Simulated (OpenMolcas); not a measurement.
What dynamic correlation does to the levels of Si

```yaml
Program: OpenMolcas
Basis: ANO-RCC-VQZP [6s5p3d2f1g]
Scalar_Hamiltonian: DKH2, point nucleus
Active_space: 4 electrons in 8 orbitals (3s 3p 4s 4p)
State_averaging: 2S+1 = 3 even, 3 roots; 2S+1 = 1 even, 6 roots; 2S+1 = 5 odd, 1 root; 2S+1 = 3 odd, 8 roots
Spin-orbit_coupling: state interaction with AMFI integrals over the reference wave functions, term energies averaged over their components
```

Methods on the same reference wave functions:
A. CASSCF
B. SS-CASPT2, IPEA 0.25 Eh, imaginary shift 0.1 Eh (closed shells correlated: 2s 2p)

Energies in cm-1 above 3s2 3p2 3P0, the measured ground level; measured values from NIST Handbook of Basic Atomic Spectroscopic Data.

```csv
Level,A,B,Measured
3s2 3p2 3P0,0.0,0.0,0.0
3s2 3p2 3P1,62.1,62.1,77.1
3s2 3p2 3P2,181,181,223
3s2 3p2 1D2,8236,6130,6299
3s2 3p2 1S0,14140,14000,15394
3s 3p3 5S* 2,24832,30880,33326
3s 3p3 3D* 1,53754,46070,
3s 3p3 3D* 2,53774,46090,
3s 3p3 3D* 3,53807,46120,45322
3s 3p3 3P* 0,61023,57230,
3s 3p3 3P* 1,61040,57250,
3s 3p3 3P* 2,61072,57280,
```

Deviations, from unrounded energies. A percentage is the sum of absolute deviations over the sum of measured energies, with the sign that they share, or ± where signs differ.

```
                        Against measurement  Levels      A      B
             mean absolute deviation (cm-1)       6   3400    810
      fine structure of the ground term (%)       2  -19.0  -19.0
other terms of the ground configuration (%)       2  ±14.7   -7.2
                   other configurations (%)       2  ±21.6   ±4.1
```

B lies closest to measurement on these levels. The largest miss of B in the table is 3s 3p3 5S* 2, by -2400 cm-1. The ranking rests on the paired levels alone, and a cruder setting can come out closer through cancelling errors.

From A to B the spin-free energies of the other terms of 3s2 3p2 shown, above 3P, scale by factors of 0.74 to 0.99.

The lowest spin-free term lies below A's lowest term by 0.101 hartree in B.

CASPT2 does not keep the components of a term degenerate, so their means are used; among the terms shown or strongly mixed into the levels shown the widest spread is 320 cm-1 (3s 3p3 3D*, B). Over all roots computed the reference weight is 0.87 to 0.98 in B; the roots of lowest weight are the least certain, and an intruder state may touch them. Active for correlation alone: 4p 4s; no level in the range computed is led by a configuration that fills them, so any true level of that kind is missing. Terms of s pⁿ other than that of highest spin mix with s² pⁿ⁻² d, which this space lacks; all of them can be thousands of cm-1 off, and some have no real level of that name. Without dynamic correlation excited terms often stand tens of per cent too high (terms of higher spin than the ground term too low), and those without a measured partner can miss by more than the paired ones (holds for A). Measured partners are found by configuration, term and J. A level has none where our copy of the source lacks it or the pairing is in doubt (some pairs that miss far off the trend of their configuration count as doubtful), and it then counts in no deviation. Only configurations of the active space appear.

* marks odd parity.
